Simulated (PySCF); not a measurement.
A GIAO shielding run with PySCF (density fitting, non-relativistic, gas phase) on `C=NNCC[SiH3]`, C3H10N2Si:

```
$ OMP_NUM_THREADS=1 python probes_run.py task.json out

{"job": {"kind": "nmr", "xc": "PBE0", "basis": "pcSseg-1"}, "charge": 0, "multiplicity": 1}
C      3.129246    -0.355830    -0.692380
N      2.170623     0.053382     0.022845
N      1.209101    -0.772130     0.424366
C     -0.037379    -0.179630     0.842697
C     -1.004028     0.075389    -0.314499
Si    -2.627944     0.889409     0.244979
H      3.213587    -1.376355    -1.073940
H      3.914349     0.340011    -0.923709
H      1.142119    -1.684858    -0.031538
H     -0.498137    -0.845713     1.578727
H      0.219129     0.761616     1.331180
H     -1.217040    -0.873405    -0.813582
H     -0.501940     0.708235    -1.049261
H     -3.473259     1.116090    -0.928070
H     -2.334154     2.159818     0.908064
H     -3.311871    -0.007084     1.180805
```

Hardware: 1 thread of an Arm Neoverse N1, shared host. The job also computes population analyses, field gradients.

**Question.** How large is the calculation?

**Answer.** 56 electrons, 159 basis functions and 838 auxiliary functions.

**Question.** How long does it take, and how much memory does it need?

**Answer.** 46 s of wall time, with 14 SCF cycles and 5 response iterations; peak memory 0.73 GiB. Times on a shared host scatter by some tens of per cent.
